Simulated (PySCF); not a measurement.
C7H11N.
Structure used (GFN2-xTB), in Å, numbered top down from 1:
```xyz
19
C7H11N angstrom
C      3.011    1.602    0.389
C      2.222    0.803   -0.023
C      1.238   -0.153   -0.486
C      0.824   -1.158    0.618
C     -0.670   -0.906    0.814
N     -1.109   -0.408   -0.476
C     -2.438    0.149   -0.470
C     -0.083    0.534   -0.881
H      3.714    2.298    0.738
H      1.651   -0.690   -1.344
H      0.997   -2.178    0.279
H      1.386   -0.999    1.537
H     -1.222   -1.812    1.072
H     -0.833   -0.159    1.613
H     -2.538    1.002    0.222
H     -2.688    0.486   -1.475
H     -3.146   -0.625   -0.174
H     -0.150    0.725   -1.953
H     -0.178    1.498   -0.348
```

Method used: TDDFT PBE0/def2-SVPD, vertical, gas phase, core orbitals frozen in the response (PySCF 2.14.0, density-fitted response routines).

Computed singlets with f of 0.002 or more:

```json
{"state": "S1", "ν̃ (cm⁻¹)": "47400", "f": "0.011"}
{"state": "S2", "ν̃ (cm⁻¹)": "51400", "f": "0.019"}
{"state": "S3", "ν̃ (cm⁻¹)": "53430", "f": "0.014"}
{"state": "S4", "ν̃ (cm⁻¹)": "54030", "f": "0.0042"}
{"state": "S5", "ν̃ (cm⁻¹)": "54630", "f": "0.0094"}
{"state": "S6", "ν̃ (cm⁻¹)": "55430", "f": "0.0043"}
```

Q: Turn these into Einstein A coefficients, radiative lifetimes, transition dipoles and integrated cross-sections.

A: For one non-degenerate pair of states in vacuum, A = 0.6670 f ν̃² s⁻¹ with ν̃ in cm⁻¹, τ = 1/A, |μ|² = 3f / (2ΔE) in atomic units, and the integrated cross-section is ∫σ dE = 109.76 f Mb·eV.

```json
{"state": "S1", "A (s⁻¹)": "1.6×10⁷", "τ": "61 ns", "|μ| (D)": "0.70", "∫σ dE (Mb·eV)": "1.2"}
{"state": "S2", "A (s⁻¹)": "3.3×10⁷", "τ": "31 ns", "|μ| (D)": "0.88", "∫σ dE (Mb·eV)": "2"}
{"state": "S3", "A (s⁻¹)": "2.6×10⁷", "τ": "38 ns", "|μ| (D)": "0.74", "∫σ dE (Mb·eV)": "1.5"}
{"state": "S4", "A (s⁻¹)": "8.2×10⁶", "τ": "120 ns", "|μ| (D)": "0.41", "∫σ dE (Mb·eV)": "0.46"}
{"state": "S5", "A (s⁻¹)": "1.9×10⁷", "τ": "53 ns", "|μ| (D)": "0.61", "∫σ dE (Mb·eV)": "1"}
{"state": "S6", "A (s⁻¹)": "8.8×10⁶", "τ": "110 ns", "|μ| (D)": "0.41", "∫σ dE (Mb·eV)": "0.47"}
```

Leading configurations: S1 H→L (96%); S2 H→L+1 (96%); S3 H→L+2 (57%); S4 H→L+2 (23%); S5 H→L+3 (40%); S6 H→L+4 (86%) (H = HOMO, L = LUMO).

These lifetimes count emission to the ground state at the vertical energy alone; relaxation of the geometry and all other decay channels are left out.

Q: What is the integrated cross-section of all computed states together?

A: Σf = 0.061 over S1 to S6, so 109.76 × Σf ≈ 6.71 Mb·eV.

Q: By what factor does the largest A in the list exceed the smallest?

A: S2 has 4 times the rate of S4.

Q: How much energy does a mole of photons resonant with S2 carry?

A: 6.373 eV × 96.485 = 615 kJ/mol (147 kcal/mol).

One conformer stands for the species.
